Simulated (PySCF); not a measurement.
`InChI=1S/C5H7FO3/c1-3-4(6)2-8-5(7)9-3/h3-4H,2H2,1H3/t3-,4-/m0/s1`

Cartesian coordinates in Å; atom numbers follow the order of the lines, from 1:
```xyz
16

C    -1.308   -1.144    0.119
C    -0.424   -0.355   -0.843
O     0.869   -0.945   -0.954
C     1.831   -0.694   -0.056
O     2.846   -1.315   -0.072
O     1.662    0.281    0.849
C     0.534    1.141    0.883
C    -0.235    1.111   -0.433
F    -1.448    1.729   -0.272
H    -0.817   -1.285    1.079
H    -1.513   -2.123   -0.303
H    -2.246   -0.616    0.267
H    -0.845   -0.408   -1.853
H     0.915    2.142    1.102
H    -0.131    0.834    1.700
H     0.301    1.655   -1.222
```

Method: PySCF 2.14.0, TDDFT BHandHLYP/6-31++G** circular dichroism and optical rotation, one conformer, IEF-PCM dimethylsulfoxide (non-equilibrium linear response, no local-field factor). Geometry: GFN2-xTB.

Q: Draw the ECD and absorption spectra from the lowest 12 states, each a Gaussian of half-width 0.3 eV at 1/e height.

A: 
| E (eV) | λ (nm) | Δε (L mol⁻¹ cm⁻¹) | ε (L mol⁻¹ cm⁻¹) |
| --- | --- | --- | --- |
| 7.02 | 177 | -0.25 | 1.61 |
| 7.12 | 174 | -0.69 | 4.38 |
| 7.22 | 172 | -1.50 | 9.53 |
| 7.32 | 169 | -2.62 | 16.6 |
| 7.42 | 167 | -3.66 | 23.2 |
| 7.52 | 165 | -4.09 | 25.9 |
| 7.62 | 163 | -3.66 | 23.2 |
| 7.72 | 161 | -2.62 | 16.9 |
| 7.82 | 159 | -1.51 | 11 |
| 7.92 | 157 | -0.71 | 10.2 |
| 8.02 | 155 | -0.31 | 21.8 |
| 8.12 | 153 | -0.16 | 63.1 |
| 8.22 | 151 | +0.05 | 187 |
| 8.32 | 149 | +1.04 | 555 |
| 8.42 | 147 | +4.40 | 1560 |
| 8.52 | 145 | +12.57 | 3880 |
| 8.62 | 144 | +27.37 | 8150 |
| 8.72 | 142 | +46.65 | 14100 |
| 8.82 | 141 | +62.05 | 20000 |
| 8.92 | 139 | +62.20 | 23200 |
| 9.02 | 137 | +41.24 | 22400 |
| 9.12 | 136 | +5.16 | 18600 |
| 9.22 | 134 | -31.16 | 14000 |

Δε uses R in velocity form, ε uses f in length form. Only the states computed contribute, so the short-wavelength end is incomplete.
